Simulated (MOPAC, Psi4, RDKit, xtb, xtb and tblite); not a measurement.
Two geometries of SMILES B[SiH2]CC(F)(F)F (C₂H₆BF₃Si), singlet, relaxed at GFN2-xTB with one dihedral held; other torsions can differ between them too.

Structure A

```
13

B     -1.9500    -0.0805    -0.7871
Si    -0.9534     0.3039     0.8548
C      0.8561    -0.3875     0.7792
C      1.8487     0.7178     0.9251
F      3.1290     0.3057     0.8160
F      1.6961     1.6729    -0.0150
F      1.7676     1.3461     2.1094
H     -1.5376    -0.7614    -1.6432
H     -3.0217     0.3609    -0.9327
H     -0.8238     1.7267     1.2025
H     -1.5042    -0.3342     2.0666
H      1.0523    -1.1029     1.5754
H      1.0654    -0.8794    -0.1696
```

Structure B

```
13

B      2.0280    -0.2630    -0.7117
Si     1.0182     0.0572     0.9357
C     -0.8555    -0.3692     0.7022
C     -1.0906    -1.8002     1.0515
F     -2.3322    -2.2350     0.7551
F     -0.9137    -2.0602     2.3567
F     -0.2508    -2.6311     0.3930
H      3.1727    -0.4948    -0.6820
H      1.5332    -0.1803    -1.7680
H      0.9685     1.4863     1.3074
H      1.4135    -0.6429     2.1661
H     -1.1775    -0.2234    -0.3271
H     -1.4978     0.2302     1.3439
```

Which is lower in energy at the level DF-MP2 (frozen core)/cc-pVTZ // GFN2-xTB in Psi4, and by how much?

B is lower, by 4.08 kJ/mol (dihedral B1–Si2–C3–C4: 120° in A, 90° in B).

E(B) − E(A) in kJ/mol at the other levels, on the same two geometries: GFN2-xTB (xtb and tblite) -4.05; PBE0/def2-TZVP // GFN2-xTB (Psi4) -3.07; PBE0-D3(BJ)/def2-TZVP // GFN2-xTB (Psi4) -3.38; PBE/def2-TZVP // GFN2-xTB (Psi4) -3.20; PBE-D3(BJ)/def2-TZVP // GFN2-xTB (Psi4) -3.51; HF/cc-pVTZ // GFN2-xTB (Psi4) -3.04; UFF // GFN2-xTB (RDKit) 1.85; PM6, restricted, heats of formation // GFN2-xTB (MOPAC) -1.02; PM7, restricted, heats of formation // GFN2-xTB (MOPAC) -2.37; GFN1-xTB // GFN2-xTB (xtb) -4.49.
